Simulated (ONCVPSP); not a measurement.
**Ranking ONCV potentials for fluorine (F)**

All share these settings but for the change named:

```json
{"Element": "fluorine", "Generator": "ONCVPSP 4.0.1", "Type": "optimised norm-conserving Vanderbilt (ONCV)", "Functional": "PBE", "Relativity": "scalar-relativistic", "Frozen core": "[He]", "Valence charge": "7", "Reference configuration": "2s2 2p5", "Partial waves": "2s: rc 0.85 bohr, ncon 4, nbas 7, qcut 6.2 1/bohr, local; 2p: rc 1.60 bohr, ncon 3, nbas 8, qcut 7 1/bohr, 1 projector; d scattering state at 0.1 Ha: rc 1.55 bohr, ncon 5, nbas 9, qcut 5.4 1/bohr, 1 projector", "Local potential": "the s channel", "Core correction": "Teter function, fcfact 4.25, rcfact 1.65"}
```

Cutoff: the first of the cutoffs (Ha) at which the residual kinetic energy of the hardest occupied pseudo-wave falls to 1 and 0.1 mHa per electron; the density cutoff is not measured.

The base gives 145 Ha.

Of 9 variants that were run, those that failed, showed a ghost or another fault, or gave nearly equal values are left out.

A variant can come out equal or close to the base.

(1) Rank these variants from softest to hardest (loose cutoff).
A. s: qcut 7.7
B. all radii but the core radius scaled by about 1.12 (s 0.96, p 1.80, d 1.74 bohr)
C. s: rc 1.26
D. p: rc 1.94
E. s: nbas 8

Answers

(1) C (21 Ha), B (107 Ha), A (125 Ha), D (145 Ha), E (206 Ha).
